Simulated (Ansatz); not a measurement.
Cs₃H₃. The state is a triplet with charge 0. Geometry PBE-D4/def2-TZVP; atoms count from 1.

```xyz
6

Cs   -0.4639   -2.2534   -1.3318
Cs   -1.6369    2.2517   -0.6187
Cs    1.0414   -0.1219    2.4430
H    -0.9439    0.1889   -2.5299
H     0.5672    2.3281    1.2585
H     1.4362   -2.3934    0.7789
```

In the def2 sets Cs takes a core potential; there is no spin–orbit coupling. At PBE0-D4/def2-TZVP a singlet of charge 0 lies 2.82 eV below the triplet, each at its own geometry. The structure comes from a short search, and lower isomers may exist.

Question: Estimate the Mulliken populations from the PBE0/def2-TZVP orbitals of Ansatz.

Answer: 
| atom | charge (e) | spin (α − β) |
| --- | --- | --- |
| Cs1 | 0.38 | 0.29 |
| Cs2 | 0.44 | 0.33 |
| Cs3 | 0.38 | 0.29 |
| H4 | -0.43 | 0.31 |
| H5 | -0.43 | 0.31 |
| H6 | -0.34 | 0.47 |
Mulliken values depend strongly on the basis.

Question: Where does the spin sit?

Answer: Summed by element: Cs 0.91, H 1.09, of 2 unpaired in all. Largest on single atoms: H6 0.47, Cs2 0.33, H4 0.31.
